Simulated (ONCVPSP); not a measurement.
## Li (Z = 3): variants of one ONCV potential

Base potential:

Li, optimised norm-conserving Vanderbilt (ONCV), made with ONCVPSP 4.0.1 (BLYP, scalar-relativistic). Core [He], reference 2s1. Waves: 2s: rc 2.35 bohr, ncon 5, nbas 9, qcut 3.1 1/bohr, local; p scattering state at 0.13 Ha: rc 2.35 bohr, ncon 4, nbas 9, qcut 3.3 1/bohr, 2 projectors, debl 2.7 Ha; d scattering state at 0.12 Ha: rc 2.40 bohr, ncon 5, nbas 8, qcut 3.4 1/bohr, 3 projectors, debl 0.9 Ha. Local part: the s channel. Core correction: polynomial model core, fcfact 0.65.

All-electron outer shells of the reference configuration (BLYP, scalar-relativistic, ld1.x):

| shell | level (eV) | outermost node (bohr) | outermost maximum (bohr) |
| --- | --- | --- | --- |
| 1s | -52.06 | – | 0.36 |
| 2s | -2.75 | 0.83 | 3.05 |

Cutoffs, loose and tight: the cutoffs (Ha) at which the residual kinetic energy of the hardest occupied pseudo-wave falls to 1 and 0.1 mHa per electron. They do not see the model core or the augmentation charge, which bear on the density cutoff. Test errors are all-electron minus pseudo excitation energies from the reference, over the configurations 2s0.5; 2s0 2p1. A dash means not determined; rows that change the core or the reference have their own tests.

For the base: The cutoffs count occupied waves only; projector 2 of the p channel, the hardest unoccupied one, needs 36 Ha at the loose tolerance.

```
     change    outcome  cutoff, loose  cutoff, tight  bound ghosts  GHOST(+) flags above zero  largest test error (meV)
       base  generated         2.5 Ha         3.8 Ha          none                       none                      +2.4
p: qcut 2.1  generated         2.5 Ha         3.8 Ha          none                       none                      +2.5
p: qcut 2.4  generated         2.5 Ha         3.8 Ha          none                       none                      +2.5
p: qcut 2.8  generated         2.5 Ha         3.8 Ha          none                       none                      +2.4
p: qcut 3.2  generated         2.5 Ha         3.8 Ha          none                       none                      +2.4
p: qcut 3.4  generated         2.5 Ha         3.8 Ha          none                       none                      +2.4
p: qcut 3.9  generated         2.5 Ha         3.8 Ha          none                       none                      +2.5
p: qcut 4.2  generated         2.5 Ha         3.8 Ha          none                       none                      +2.5
p: qcut 4.5  generated         2.5 Ha         3.8 Ha          none                       none                      +2.6
  p: qcut 5  generated         2.5 Ha         3.8 Ha          none                       none                      +2.7
```

Reading the sweep of the qcut of the p channel (base included, trends over the rows without a ghost): The loose cutoff stays near 2.5 Ha. The median size of the test errors (rows with all tests solved) stays near 1.9 meV.
